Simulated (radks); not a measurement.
Question: These are the eigenvalues of the occupied orbitals of an atom or ion with whole-number occupations (eV). Method: Dirac Kohn-Sham, SOGGA, spin-unpolarised, spherical densities, finite nucleus; Fermi nuclear charge, rms radius of each element as measured or else 0.836 A^(1/3) + 0.57 fm; computed with a radial shooting solver on a logarithmic mesh with Libxc functionals.

orbital  eigenvalue
1s1/2     -19860.43
2s1/2     -2856.408
2p1/2     -2633.118
2p3/2     -2526.655
3s1/2     -535.2755
3p1/2     -450.2975
3p3/2     -432.7256
3d3/2     -282.3970
3d5/2     -279.0633
4s1/2     -119.1920
4p1/2      -93.9830
4p3/2      -91.1687
4d3/2      -52.5553
4d5/2      -52.1874
5p1/2      -32.5342
5p3/2      -31.9676

Which element is it, and in what charge state? The configuration may be excited. Open shells, if any, are shared by 2j + 1.

Answer: Z = 42, molybdenum, charge +4: Mo4+ in [Ar] 3d10 4s1 4p6 4d2 5p1. The list shows which subshells hold electrons but not how many an open one holds; the 1s level, -729.86 hartree, gives Z - s = 38.2 by -(Z - s)^2/2, which with screening and relativity narrows Z to a few neighbours, and the depths of the outer levels then fix element, charge and occupations together.
